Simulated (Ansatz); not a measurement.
A short molecular-dynamics run on PdS₂⁺.

```yaml
crystal:
  periodic: [false, false, false]
  atoms:
    - {symbol: Pd, position_ang: [-1.356156, 0.181227, -0.060990]}
    - {symbol: S, position_ang: [0.806253, 0.869492, 0.033155]}
    - {symbol: S, position_ang: [0.549903, -1.050719, 0.027825]}
basis:
  gaussian: {orbitals: def2-SVP}
total_charge: 1
magnetization: {spin_polarized: true, initial_magnetization: 1}
hamiltonian: {xc: {name: revPBE}}
md: {timestep: 1 fs, n_steps: 15, ensemble: nve, temperature: 300, initial_velocities: maxwell_boltzmann, seed: 871}
scf: {omitted_lower_state_checks: [starts]}
```

```sh
$ ansatz run in.yaml --threads 4 --pin off --events-out ev --progress --plain --max-ram 3916MiB
```

```
step  time (fs)  potential energy (eV)  kinetic (eV)  T (K)  conserved (eV)
   0        0.0            -25134.0270        0.0388    300     -25133.9882
   1        1.0            -25134.0221        0.0339    262     -25133.9882
   2        2.0            -25134.0180        0.0297    230     -25133.9882
   3        3.0            -25134.0146        0.0264    204     -25133.9882
   4        4.0            -25134.0122        0.0240    186     -25133.9882
   5        5.0            -25134.0109        0.0227    175     -25133.9882
   6        6.0            -25134.0105        0.0223    173     -25133.9882
   7        7.0            -25134.0111        0.0229    177     -25133.9882
   8        8.0            -25134.0126        0.0243    188     -25133.9882
   9        9.0            -25134.0146        0.0264    204     -25133.9882
  10       10.0            -25134.0171        0.0289    223     -25133.9883
  11       11.0            -25134.0199        0.0316    244     -25133.9883
  12       12.0            -25134.0226        0.0343    265     -25133.9883
  13       13.0            -25134.0251        0.0368    285     -25133.9883
  14       14.0            -25134.0273        0.0390    302     -25133.9883
  15       15.0            -25134.0290        0.0407    315     -25133.9883
```

Velocities are drawn at the set temperature; a run this short doesn't reach equilibrium.

In the def2 sets Pd takes a core potential; there is no spin–orbit coupling.

Frames (Å, forces in eV/Å):

```xyz
3
time=0.0 fs
Pd   -1.356    0.181   -0.061   -0.947    0.127   -0.043
S     0.806    0.869    0.033    0.611    0.962    0.024
S     0.550   -1.051    0.028    0.337   -1.089    0.018
3
time=1.0 fs
Pd   -1.355    0.182   -0.061   -1.006    0.122   -0.045
S     0.802    0.868    0.033    0.660    1.029    0.026
S     0.550   -1.051    0.028    0.346   -1.152    0.019
3
time=2.0 fs
Pd   -1.354    0.182   -0.061   -1.059    0.117   -0.048
S     0.799    0.867    0.033    0.704    1.077    0.028
S     0.550   -1.051    0.028    0.355   -1.195    0.020
3
time=3.0 fs
Pd   -1.353    0.182   -0.061   -1.105    0.111   -0.050
S     0.795    0.866    0.033    0.742    1.106    0.030
S     0.551   -1.052    0.028    0.363   -1.217    0.020
3
time=4.0 fs
Pd   -1.352    0.183   -0.061   -1.144    0.103   -0.051
S     0.792    0.866    0.033    0.774    1.114    0.031
S     0.551   -1.053    0.028    0.370   -1.217    0.020
3
time=5.0 fs
Pd   -1.352    0.183   -0.061   -1.175    0.094   -0.053
S     0.789    0.866    0.032    0.800    1.102    0.032
S     0.552   -1.054    0.028    0.375   -1.196    0.020
3
time=6.0 fs
Pd   -1.351    0.184   -0.061   -1.198    0.084   -0.054
S     0.786    0.866    0.032    0.819    1.069    0.033
S     0.553   -1.056    0.028    0.379   -1.154    0.021
3
time=7.0 fs
Pd   -1.350    0.184   -0.061   -1.213    0.074   -0.054
S     0.784    0.867    0.032    0.832    1.018    0.034
S     0.554   -1.058    0.028    0.381   -1.091    0.020
3
time=8.0 fs
Pd   -1.350    0.185   -0.061   -1.220    0.062   -0.055
S     0.781    0.867    0.032    0.838    0.948    0.034
S     0.554   -1.060    0.028    0.382   -1.010    0.020
3
time=9.0 fs
Pd   -1.350    0.185   -0.061   -1.220    0.050   -0.054
S     0.779    0.869    0.032    0.839    0.863    0.035
S     0.556   -1.063    0.028    0.381   -0.912    0.020
3
time=10.0 fs
Pd   -1.350    0.186   -0.061   -1.211    0.037   -0.054
S     0.777    0.870    0.032    0.833    0.763    0.035
S     0.557   -1.066    0.028    0.378   -0.800    0.019
3
time=11.0 fs
Pd   -1.349    0.186   -0.061   -1.195    0.024   -0.053
S     0.776    0.872    0.032    0.823    0.653    0.035
S     0.558   -1.069    0.028    0.372   -0.676    0.019
3
time=12.0 fs
Pd   -1.350    0.187   -0.061   -1.172    0.010   -0.052
S     0.775    0.874    0.032    0.807    0.533    0.034
S     0.559   -1.073    0.028    0.365   -0.543    0.018
3
time=13.0 fs
Pd   -1.350    0.187   -0.061   -1.142   -0.003   -0.051
S     0.774    0.876    0.032    0.787    0.407    0.034
S     0.561   -1.077    0.028    0.355   -0.404    0.017
3
time=14.0 fs
Pd   -1.350    0.188   -0.061   -1.107   -0.017   -0.049
S     0.773    0.878    0.032    0.763    0.277    0.033
S     0.563   -1.080    0.028    0.344   -0.260    0.016
3
time=15.0 fs
Pd   -1.350    0.188   -0.061   -1.066   -0.030   -0.047
S     0.772    0.880    0.032    0.736    0.146    0.032
S     0.564   -1.084    0.029    0.331   -0.115    0.015
```

Hardware: 4 threads of Intel Xeon on a shared host. Wall time 29 s.
